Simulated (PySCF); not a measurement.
# Relaxation of singlet IO₂Br

Method: PBE0/[I def2-TZVP with ECP28, O def2-TZVP, Br def2-TZVP], scalar-relativistic core potentials, density fitting, no spin–orbit coupling, PySCF. A (50,194) grid was used.

A hand-made trigonal pyramidal start, of Cs symmetry, held to at least that symmetry:

Coordinates in bohr (charge 0 multiplicity 1):
```
I    -1.1589    0.0000   -0.9492
O    -2.7106    2.6878    0.7009
O    -2.7106   -2.6878    0.7009
Br    2.9624    0.0000    1.2422
```

(1) What forces act on the atoms at the start (eV/Å)?

(2) What does it relax to?

(3) How much energy is released, and in how many steps?

Answers

(1) 
```tsv
atom	Fx	Fy	Fz
I1	-3.69	0.00	3.89
O2	1.52	-2.03	-1.98
O3	1.52	2.03	-1.98
Br4	0.65	0.00	0.07
```

(2) It ends at Cs with I–Br 2.540 Å, I–O 1.760 Å (×2); Br–I–O 102.8° (×2), O–I–O 108.0° (after a last refinement on a finer grid). A frequency run shows a minimum. Other isomers or separated fragments may lie lower.

(3) 47.3 kJ/mol in 5 steps.

The relaxation took of the order of 5 core-minutes on a shared host.
